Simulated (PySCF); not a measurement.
A species of formula C6H8N2O has this rotational fingerprint, computed with PBE0/pcSseg-1 in PySCF (dipole) on a GFN2-xTB geometry, gas phase:

```
Rotational constants : A = 2975, B = 1329, C = 924.0 MHz
Dipole components    : |μa| = 4.71 D, |μb| = 3.16 D, |μc| = 0.04 D
Inertial defect      : -3.18 u·Å²
κ                    : -0.60
```

Task: Which candidate fits, each taken in the one conformer that was computed?
A. `[CH2:1]=[CH:2][c:3]1[n:4][nH:5][cH:6][c:7]1[O:8][CH3:9]` with C1–C2–C3–N4 0°, C6–C7–O8–C9 0°
B. `[CH3:1][NH:2][c:3]1[cH:4][cH:5][cH:6][n+:7]([O-:8])[cH:9]1` with C1–N2–C3–C4 179°

Result: B. It is CNc1ccc[n+]([O-])c1, an asymmetric top, point group Cs. The candidates at the same level (rigid rotor, commonest isotopes):

| SMILES | A (MHz) | B (MHz) | C (MHz) | μa (D) | μb (D) | μc (D) | Δ (u·Å²) | point group | rotor |
| --- | --- | --- | --- | --- | --- | --- | --- | --- | --- |
| CNc1ccc[n+]([O-])c1 | 2975 | 1329 | 924.0 | 4.71 | 3.16 | 0.04 | -3.18 | Cs | asymmetric top |
| C=Cc1n[nH]cc1OC | 2670 | 1368 | 909.9 | 3.38 | 1.69 | 0.00 | -3.21 | Cs | asymmetric top |

`C=Cc1n[nH]cc1OC` has A 10 % too low. No structure here is proved a minimum.
